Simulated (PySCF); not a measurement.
# Solvent effects on NMR parameters

Atoms are numbered as in `[NH2:1][c:2]1[cH:3][cH:4][cH:5][c:6]([OH:7])[cH:8]1`. Each H is labelled by its parent atom.

GIAO PBE0/pcSseg-1 in PySCF 2.14 on one PBE0-D3(BJ)/def2-SVP conformer, non-relativistic, equivalent nuclei averaged. Solvents enter as an IEF-PCM continuum (benzene with ε = 2.3, dichloromethane with ε = 8.9) around the gas-phase geometry. Shifts are referred to TMS computed in the same medium.

Gas phase, δ in ppm: C6 163.5, C2 153.5, C4 135.7, C3 108.4, C5 105.0, C8 101.9, H(C4) 6.96, H(C8) 6.08, H(C3) 6.04, H(C5) 5.78, H(O7) 3.63, H(N1) 3.06. Dipole moment 1.17 D.

Question: How does each δ change in the continuum?

Answer: 
| atoms | environment | Δδ, benzene | Δδ, dichloromethane |
| --- | --- | --- | --- |
| C6 | aromatic carbon bearing oxygen | +0.5 | +1.0 |
| C2 | aromatic carbon bearing nitrogen | +1.1 | +2.1 |
| C4 | aromatic CH | +0.7 | +1.4 |
| C3 | aromatic CH | +0.4 | +0.9 |
| C5 | aromatic CH | +0.3 | +0.8 |
| C8 | aromatic CH | +0.1 | +0.1 |
| H(C4) | hydrogen on an aromatic CH | +0.09 | +0.18 |
| H(C8) | hydrogen on an aromatic CH | +0.07 | +0.14 |
| H(C3) | hydrogen on an aromatic CH | +0.11 | +0.22 |
| H(C5) | hydrogen on an aromatic CH | +0.14 | +0.31 |
| H(O7) | hydrogen on a phenol-type oxygen | +0.48 | +0.94 |
| H(N1) | hydrogen on an aniline-type nitrogen | +0.28 | +0.54 |

Changes are relative to the gas phase. The dipole moment becomes 1.29 D in benzene, 1.41 D in dichloromethane.

Question: Which nuclei move most (in ppm), and what does the model miss?

Answer: C2 (aromatic carbon bearing nitrogen, +2.1 ppm) in dichloromethane. A continuum only polarises the solute; specific hydrogen bonds, the anisotropy of aromatic solvents and changes of geometry or conformer are outside it.
